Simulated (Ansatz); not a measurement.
Start from `CSB(F)F` and change one element to get `C[S][Ga]([F])[F]`.

Ansatz, PBE0-D4/def2-TZVP geometries, multiplicity 1. Each molecule was computed in one conformer, which needn't be the lowest.

Scalar relativity is left out up to krypton.

```tsv
property	`CSB(F)F`
HOMO energy (ωB97M-V/def2-TZVPP) / eV	-9.91
HOMO–LUMO gap (B3LYP/def2-TZVPP) / eV	7.48
LUMO energy (PBE0/def2-TZVPP) / eV	0.23
HOMO energy (PBE/def2-TZVPP) / eV	-6.49
HOMO–LUMO gap (PBE0/def2-TZVPP) / eV	7.96
LUMO energy (B3LYP/def2-TZVPP) / eV	-0.02
```

Task: Give the same properties after the change, and the shifts. (Estimate.)

Result: Computed: 
| property | `C[S][Ga]([F])[F]` | shift |
| --- | --- | --- |
| HOMO energy (ωB97M-V/def2-TZVPP) / eV | -10.06 | -0.15 |
| HOMO–LUMO gap (B3LYP/def2-TZVPP) / eV | 5.85 | -1.63 |
| LUMO energy (PBE0/def2-TZVPP) / eV | -1.45 | -1.68 |
| HOMO energy (PBE/def2-TZVPP) / eV | -6.64 | -0.15 |
| HOMO–LUMO gap (PBE0/def2-TZVPP) / eV | 6.43 | -1.53 |
| LUMO energy (B3LYP/def2-TZVPP) / eV | -1.81 | -1.79 |

With PBE0 the HOMO falls by 0.14 eV and the LUMO falls by 1.68 eV, so the gap narrows by about 1.54 eV. PBE moves the HOMO by -0.15 eV and ωB97M-V by -0.15 eV.

B3LYP here is the variant with VWN-RPA as its local correlation; programs differ in this.
